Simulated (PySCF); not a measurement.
Mapped SMILES: `[CH:1]#[C:2]/[CH:3]=[CH:4]/[C:5]([Cl:6])=[CH:7]/[SiH2:8][CH:9]=[CH2:10]`. Each H is labelled by its parent atom. Ha(C10) is cis to Si8; Hb(C10) is trans to Si8.

Level of theory: GIAO PBE0/pcSseg-1 shieldings, coordinates at the GFN2-xTB level, in PySCF 2.14 (a single conformation, rapidly exchanging positions averaged, relativity neglected, isolated molecule).

Referencing at the same level of theory: 13C vs TMS.

**Question.** Do the 13C shifts follow the atomic charges (in e)? Tabulate both.

**Answer.** 
```csv
atoms,hybridisation,δ (ppm),σ para (ppm),Hirshfeld,IAO,Mulliken,ESP-fitted
C5,sp2,160.9,-231,+0.03,+0.02,-0.17,+0.01
C4,sp2,149.0,-215,-0.04,-0.13,+0.00,-0.13
C10,sp2,144.9,-210,-0.08,-0.27,-0.14,-0.32
C9,sp2,139.9,-214,-0.14,-0.42,-0.48,-0.29
C7,sp2,133.6,-205,-0.15,-0.45,-0.32,-0.30
C3,sp2,120.6,-192,-0.03,-0.15,-0.16,-0.15
C1,sp,97.1,-167,-0.10,-0.22,-0.34,-0.47
C2,sp,86.9,-147,-0.04,-0.02,+0.31,+0.11
```

Correlation coefficients of δ with charge over these carbons: Hirshfeld +0.16, IAO -0.11, Mulliken -0.34, ESP-fitted -0.01; with the paramagnetic shielding -0.99. Among the 6 sp2 carbons alone: Hirshfeld +0.44, IAO +0.47, Mulliken +0.24, ESP-fitted +0.46. With so few points, grouped by hybridisation, these coefficients are fragile. Charge is one influence among several: hybridisation and low-lying excitations act through the paramagnetic term.

Carbons that carry Cl, above all several Cl atoms, come out too deshielded, partly because spin–orbit coupling is missing. Shifts are as computed. Against solution values, carbons near 30 ppm lie about +3 ppm off and those near 130 ppm about +5 ppm; carbons on Cl a further +6 ppm. Of 1309 compounds with measured shifts, 239 miss one by over three times the rms of a fit or turn the order of signals round; such compounds aren't used in these exercises.
